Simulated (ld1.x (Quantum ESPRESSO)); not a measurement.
Configuration tests for Mo (Z = 42) (TM semilocal)

ld1.x (Quantum ESPRESSO) 7.5 input, shortened:

```
&input
   title='Mo', zed=42., rel=1, dft='PZ', iswitch=3,
   config='[Kr] 4d5.5 5s0.5 5p0'
 /
 &inputp
   pseudotype=1, tm=.true., lloc=2,
   nlcc=.false.
 /
3
4S  1  0   2.00   0.00  1.45  1.45  0.0
4P  2  1   6.00   0.00  1.35  1.35  0.0
4D  3  2   5.50   0.00  1.80  1.80  0.0
 &test
   configts(1)='4s2 4p6 4d5.5 5s0.5 5p0'
 /
```

Occupied shells without a wave of their own: 5s. They enter only through the test configuration that unscreens the potential.

Energies are relative to the spin-unpolarised reference configuration 4s2 4p6 4d5.5 5s0.5 5p0; without spin polarisation the order of configurations can differ from experiment. Spin-polarised rows fill each open shell by Hund’s rule, majority spin first.

```json
{"valence configuration": "4s2 4p6 4d5 5s1 5p0", "charge": "0", "ΔE all-electron (eV)": "-0.310", "error AE − PS (meV)": "+133"}
{"valence configuration": "4s2 4p6 4d5 5s0 5p0", "charge": "+1", "ΔE all-electron (eV)": "6.876", "error AE − PS (meV)": "-173"}
{"valence configuration": "4s2 4p6 4d4 5s0 5p0", "charge": "+2", "ΔE all-electron (eV)": "22.579", "error AE − PS (meV)": "-258"}
{"valence configuration": "4s1 4p6 4d5 5s1 5p0", "charge": "+1", "ΔE all-electron (eV)": "69.996", "error AE − PS (meV)": "+206"}
{"valence configuration": "4s2 4p5 4d5 5s1 5p0", "charge": "+1", "ΔE all-electron (eV)": "43.782", "error AE − PS (meV)": "+223"}
{"valence configuration": "4s2 4p6 4d5 5s0 5p1", "charge": "0", "ΔE all-electron (eV)": "2.935", "error AE − PS (meV)": "-125"}
{"valence configuration": "4s2 4p6 4d4 5s1 5p0", "charge": "+1", "ΔE all-electron (eV)": "7.952", "error AE − PS (meV)": "+205"}
{"valence configuration": "4s2 4p6 4d5 5s1 5p0 (spin-polarised)", "charge": "0", "ΔE all-electron (eV)": "-4.233", "error AE − PS (meV)": "+296"}
```

Q: What are ΔE and the potential's error for 4s2 4p6 4d5.5 5s0.5 5p0 (spin-polarised)?

A: ΔE = -2.730 eV all-electron; the error (AE − PS) is +116 meV.

Levels in the configuration 4s2 4p6 4d5.5 5s0.5 5p0 (spin-polarised):

```csv
level,all-electron (eV),pseudo (eV)
4s up,-63.776,-63.865
4p up,-38.082,-38.158
4d up,-3.832,-3.850
5s up,-4.441,-4.696
4s down,-61.722,-61.508
4p down,-35.844,-35.657
4d down,-1.514,-1.444
```

The 5s level has no wave, so the channel is fitted at the deeper level alone: the likely source of the large errors.
